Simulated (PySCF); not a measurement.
## Nonlinear optical response: `O=C/C=C\C=C\[O-]`, [C5H5O2]-, charge -1

Geometry (Å), atoms numbered from 1 in this order:
```xyz
12

O    -3.146    0.459    0.682
C    -1.926    0.490    0.520
C    -1.129   -0.456   -0.184
C     0.256   -0.390   -0.347
C     1.208    0.532    0.084
C     2.584    0.356   -0.227
O     3.535    1.073    0.078
H    -1.339    1.344    0.963
H    -1.672   -1.299   -0.626
H     0.691   -1.221   -0.927
H     0.936    1.415    0.672
H     2.770   -0.582   -0.837
```

Total charge -1.

Method used: quadratic response CAM-B3LYP/def2-TZVPD first hyperpolarisability, Taylor convention, gas phase in PySCF 2.14.0. Geometry: PBE0-D3(BJ)/def2-SVP.

For a gas-phase anion, states above the detachment energy (about 2.4 eV, taken as minus the energy of the highest occupied orbital) lie in the continuum and depend on the basis.

Question: Give β for the processes computed.

Answer: In 10⁻³⁰ esu, Taylor convention; the vector part is βᵢ = ⅓ Σⱼ (βᵢⱼⱼ + βⱼᵢⱼ + βⱼⱼᵢ):
| process | λ (nm) | β vector norm | β HRS | depolarisation ratio |
| --- | --- | --- | --- | --- |
| static β(0;0,0) | ∞ | 2.45 | 1.32 | 2.82 |
| second harmonic β(−2ω;ω,ω) | 1907 | 2.43 | 1.34 | 2.71 |
| Pockels β(−ω;ω,0) | 1907 | 2.45 | – | – |
| second harmonic β(−2ω;ω,ω) | 1064 | 2.12 | 1.33 | 2.29 |
| Pockels β(−ω;ω,0) | 1064 | 2.43 | – | – |

Question: Which lowest excitations and polarisabilities go with it?

Answer: S1 3.95 eV (f = 0.642); S2 4.10 eV (f = 0.001); S3 4.26 eV (f = 0.000); isotropic α 102.1 au static, 103.3 au at 1907 nm, 105.9 au at 1064 nm, 106.9 au at 953.5 nm, 122.2 au at 532 nm.
